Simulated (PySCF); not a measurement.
**Ni⁺: excitation energy**

Ni⁺ [Ar] 3d9 (2D) → Ni⁺ [Ar] 3d8 4s1, s spin flipped, as a difference of total energies. All numbers are calculated (PySCF 2.14, the non-relativistic Hamiltonian (point nucleus), in aug-cc-pVTZ with one added diffuse shell each of s, p, d, f, g type (9s8p6d4f3g, 118 functions)). Correlated levels: valence: [Ar] frozen. The calculations carry no spin-orbit coupling.

| method | excitation energy (eV) |
| --- | --- |
| UHF | -0.318 |
| LDA | 2.348 |
| PBE | 1.959 |
| PBE0 | 1.568 |
| r2SCAN | 1.240 |
| M06 | 2.077 |
| r2SCANh | 1.151 |
| B3LYP | 1.570 |
| MP2 (valence) | 2.179 |
| SCS-MP2 (valence) | 1.937 |

Question: How much does correlation contribute at MP2 (valence)?

Answer: 2.179 − (-0.318) = 2.497 eV, measured against UHF.

The upper determinant mixes two multiplicities, so it lies between the two terms.
